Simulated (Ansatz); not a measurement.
Consider the ligand exchange at the Al–Cl bond: `[SiH3][O][Al]([SH])[Cl]` + H–F → `[F][Al]([SH])[O][SiH3]` + HCl.

Computed with Ansatz on PBE0-D4/def2-TZVP structures; ΔE is electronic, products minus reactants. CBS: MP2 limit from def2 TZ/QZ plus the TZ coupled-cluster correction, frozen cores. This one scheme is used for every species. Functionals use def2-TZVPP. HSE06 is defined as in plane-wave codes. One conformer a species, not always the lowest.

`[SiH3][O][Al]([SH])[Cl]`:

Cartesian coordinates in Å:
```
Si -1.072 1.302 -0.506
O -0.076 0.084 -0.081
Al 0.974 -1.212 -0.050
S 1.702 -2.007 1.823
Cl 1.613 -2.101 -1.820
H -2.104 0.811 -1.456
H -1.743 1.834 0.708
H -0.293 2.392 -1.150
H 1.001 -1.103 2.532
```

H–F:

Z-matrix (Å, degrees):
```
F
H 1 0.920
```

`[F][Al]([SH])[O][SiH3]`:

```xyz
9

F    -0.839    1.715    2.205
Al    0.238    1.117    1.122
S     2.245    1.912    1.171
O    -0.220   -0.058    0.034
Si   -0.867   -1.188   -0.944
H     2.630    1.119    0.156
H    -1.071   -2.452   -0.188
H    -2.172   -0.719   -1.475
H     0.055   -1.446   -2.081
```

HCl:

Z-matrix (Å, degrees):
```
Cl
H 1 1.279
```

```json
{"level": "r2SCAN-D4", "ΔE (eV)": "-0.22"}
{"level": "HSE06-D4", "ΔE (eV)": "-0.14"}
{"level": "CAM-B3LYP-D4", "ΔE (eV)": "-0.28"}
{"level": "revPBE", "ΔE (eV)": "-0.21"}
{"level": "r2SCANh", "ΔE (eV)": "-0.21"}
{"level": "MP2/def2-TZVPP", "ΔE (eV)": "-0.19"}
{"level": "CCSD/def2-TZVPP", "ΔE (eV)": "-0.24"}
{"level": "SCS-MP2/def2-QZVPP", "ΔE (eV)": "-0.22"}
```

What does CCSD(T)/CBS give? (Estimate.)

The calculation gave: -0.19 eV. The listed levels differ from it by -0.03, 0.05, -0.09, -0.02, -0.02, 0.00, -0.05, -0.03 eV.

Largest T1 diagnostic among the species: 0.012.

Leaving LDA and LC-ωPBE aside and taking each functional with its dispersion term where it has one, the values spread over 0.14 eV, from CAM-B3LYP-D4 to HSE06-D4. The D4 term adds +0.06 eV with B3LYP and +0.03 eV with PBE0; it sums over pairs of atoms, weighted by their polarisabilities, and B3LYP, whose exchange is more repulsive, gets the larger term.

B3LYP here is the variant with VWN-RPA as its local correlation; programs differ in this.
